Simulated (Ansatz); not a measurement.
H4NSSi, SMILES `[SiH3][N+]S` (lower singlet; Si–N–S–H torsion 0°) (charge 1, multiplicity 1). This singlet lies 0.89 eV below the relaxed triplet at the level frozen-core CCSD(T)/cc-pVTZ // B3LYP-D3(BJ)/def2-TZVP (Ansatz, an electronic-structure program).

The numbers are results of Ansatz with frozen-core CCSD(T)/cc-pVDZ // B3LYP-D3(BJ)/def2-TZVP, not measurements.

Ansatz 0.2 input:
```yaml
crystal:
  periodic: [false, false, false]
  atoms:
    - { symbol: Si, position_ang: [-0.978179, 0.002329, 0.08164] }
    - { symbol: N, position_ang: [0.646858, -0.798706, 0.229156] }
    - { symbol: S, position_ang: [2.082883, -0.438013, -0.019767] }
    - { symbol: H, position_ang: [-1.449071, -0.087633, 1.473859] }
    - { symbol: H, position_ang: [-1.64605, -0.915878, -0.855872] }
    - { symbol: H, position_ang: [-0.748766, 1.366678, -0.422813] }
    - { symbol: H, position_ang: [2.092323, 0.871223, -0.486202] }
basis:
  gaussian: { orbitals: cc-pVDZ }
correlation:
  method: ccsd_t
total_charge: 1
```

Output:

```
Functional definition: HF
686 factors; integrals over basis functions are off by at most 1.2e-3 eV
mean field evaluation 1: about -20210.9946 eV, gradient 4.0e1 eV
mean field evaluation 2: about -20211.0732 eV, gradient 4.0e1 eV
mean field evaluation 4: about -20215.2025 eV, gradient 3.4e0 eV
mean field evaluation 8: about -20215.3085 eV, gradient 1.7e-1 eV
mean field evaluation 16: about -20212.2403 eV, gradient 3.6e1 eV
mean field evaluation 32: about -20209.7402 eV, gradient 4.9e-2 eV
mean field -20215.30870045 eV, -742.8988923132 hartree, gradient 1.7e-6 eV, S^2 0.000000; 0 other end points of the search recorded, 0 dependent functions left out; unrestricted orbitals would lower it
11 core orbitals not correlated
reference -20215.30870045 eV, -742.8988923132 hartree; 9, 9 occupied and 50, 50 virtual orbitals, 686 factors
second order -10.61892899 eV of doubles, -0.00000000 eV of singles
cycle   1  -11.21375923 eV  change   -5.9e-1 eV  update   1.1e-1
cycle   2  -11.70635595 eV  change   -4.9e-1 eV  update   3.6e-2
cycle   3  -11.82127168 eV  change   -1.1e-1 eV  update   2.0e-2
cycle   4  -11.81655323 eV  change    4.7e-3 eV  update   6.4e-3
cycle   5  -11.81649141 eV  change    6.2e-5 eV  update   2.5e-3
cycle   6  -11.81609260 eV  change    4.0e-4 eV  update   7.6e-4
cycle   7  -11.81597550 eV  change    1.2e-4 eV  update   2.6e-4
cycle   8  -11.81600270 eV  change   -2.7e-5 eV  update   1.2e-4
cycle   9  -11.81600504 eV  change   -2.3e-6 eV  update   3.3e-5
cycle  10  -11.81598933 eV  change    1.6e-5 eV  update   1.5e-5
perturbative correction -0.43222262 eV, -0.0158838883 hartree
Total energy: -20227.55691240 eV, -743.3490058003 hartree
```
